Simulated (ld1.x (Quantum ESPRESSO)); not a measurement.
# Before and after: TM potential for P

| Property | Result |
| --- | --- |
| Element | phosphorus |
| Generator | ld1.x (Quantum ESPRESSO) 7.5 |
| Type | norm-conserving Troullier–Martins (Kleinman–Bylander form) |
| Functional | BLYP |
| Relativity | scalar-relativistic |
| Frozen core | [Ne] |
| Valence charge | 5 |
| Reference configuration | 3s2 3p2 (charge +1) |
| Partial waves | 3p (bound): rc 1.80 bohr; 3d channel at 0.4 Ry: rc 1.90 bohr; 3s (bound): rc 1.35 bohr |
| Local potential | the s channel |
| Core correction | a·sin(br)/r model core, default radius (core density twice the valence density) |

Change: functional LDA (PZ).

Cutoffs: the cutoffs (Ry, on a coarse ladder) from which the occupation-weighted sum of valence levels, in a spherical-Bessel basis at the reference potential, stays within 10 and 1 mRy of its value at 400 Ry; they do not see the model core or the augmentation charge, which bear on the density cutoff. Errors are all-electron minus pseudo energies relative to the spin-unpolarised reference configuration.

**Question.** Predict the effect on cutoff, ghosts and configuration errors.

**Answer.** The potential gets neither clearly harder nor softer (35 Ry and 70 Ry → 35 Ry and 70 Ry); the number of tests with a reliable result goes from 7 to 9; of the 7 tests that both files solve, the error grows in 1 and shrinks in 1 by more than 15 % and 0.3 meV (median size 5.1 → 4.8 meV); neither file shows a bound ghost.

| quantity | base | changed |
| --- | --- | --- |
| cutoff, loose | 35 Ry | 35 Ry |
| cutoff, tight | 70 Ry | 70 Ry |
| bound ghosts | none | none |
| error for 3s2 3p3, meV [ΔE -9.58 → -9.82 eV] | +4.6 | +4.8 |
| error for 3s2 3p1, meV [ΔE 19.01 → 19.25 eV] | +9.0 | +9.3 |
| error for 3s2 3p0, meV [ΔE 48.68 → 49.14 eV] | +53 | +54 |
| error for 3s2 3p3.3, meV [ΔE -10.84 → -11.16 eV] | +6.2 | +6.6 |
| error for 3s0 3p5, meV [ΔE 7.68 → 7.32 eV] | -5.1 | -3.6 |
| error for 3s2 3p2.5, meV [ΔE -5.88 → -6.00 eV] | +1.7 | +1.7 |
| error for 3s1 3p4, meV [ΔE -1.02 → -1.32 eV] | +0.6 | +1.5 |
| s: phases at 2.06 bohr within 0.05 rad from the reference energy up to (Ry; the scan ends near 5) | 2.7 | 2.7 |
| p: phases at 2.06 bohr within 0.05 rad from the reference energy up to (Ry; the scan ends near 5) | 3.3 | 3.3 |
| d: phases at 2.06 bohr within 0.05 rad from the reference energy up to (Ry; the scan ends near 5) | 4.5 | 4.5 |
